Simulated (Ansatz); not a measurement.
`C[O][Zn][Cl]`, 7 atoms. Charge 0, multiplicity 1. For Zn the d shell is correlated and the shells below it are frozen. Scalar relativity is left out up to krypton. All runs use 4 threads of an AMD EPYC 7R43 on a shared host. Correlated methods freeze the cores.

**Question.** How many basis functions does each run have, and how long does it take in Ansatz? RKS PBE-QIDH (frozen core with 3s3p of Cu, Zn)/def2-TZVPP energy; RKS ωB97M-V/def2-QZVPP energy; RKS PBE0-D4/def2-TZVP frequencies; RHF-MP2 with 3s3p of Cu, Zn/def2-QZVPP energy; RKS PBE0-D4/def2-TZVP relaxation (11 steps); RHF-CCSD(T) with 3s3p of Cu, Zn/def2-TZVPP energy; RKS PBE0-D4/def2-SVP energy; direct RPA on PBE orbitals with 3s3p of Cu, Zn/def2-TZVPP energy; RKS BLYP-D4/def2-TZVPP energy; RKS ωB97X-V/def2-TZVPP energy; RKS CAM-B3LYP-D4/def2-TZVPP energy; RHF-CCSD(T) with 3s3p of Cu, Zn/def2-SVP energy. (Estimate.)

**Answer.** Ansatz gave: Other jobs shared the machine, so times are rough.

| level | job | functions | wall time | peak host memory (GiB) |
| --- | --- | --- | --- | --- |
| RKS PBE0-D4/def2-SVP | energy | 92 | 0.8 s | 0.4 |
| RKS BLYP-D4/def2-TZVPP | energy | 210 | 1.2 s | 0.29 |
| RKS CAM-B3LYP-D4/def2-TZVPP | energy | 210 | 2.1 s | 0.59 |
| RHF-CCSD(T) with 3s3p of Cu, Zn/def2-SVP | energy | 92 | 2.2 s | 0.4 |
| direct RPA on PBE orbitals with 3s3p of Cu, Zn/def2-TZVPP | energy | 210 | 2.8 s | 0.42 |
| RKS PBE-QIDH (frozen core with 3s3p of Cu, Zn)/def2-TZVPP | energy | 210 | 3.2 s | 0.52 |
| RKS ωB97X-V/def2-TZVPP | energy | 210 | 4.3 s | 0.64 |
| RKS ωB97M-V/def2-QZVPP | energy | 374 | 9.5 s | 1.4 |
| RHF-MP2 with 3s3p of Cu, Zn/def2-QZVPP | energy | 374 | 9.5 s | 1.6 |
| RKS PBE0-D4/def2-TZVP | relaxation (11 steps) | 165 | 25 s | 0.45 |
| RHF-CCSD(T) with 3s3p of Cu, Zn/def2-TZVPP | energy | 210 | 49 s | 2.9 |
| RKS PBE0-D4/def2-TZVP | frequencies | 165 | 68 s | 0.47 |
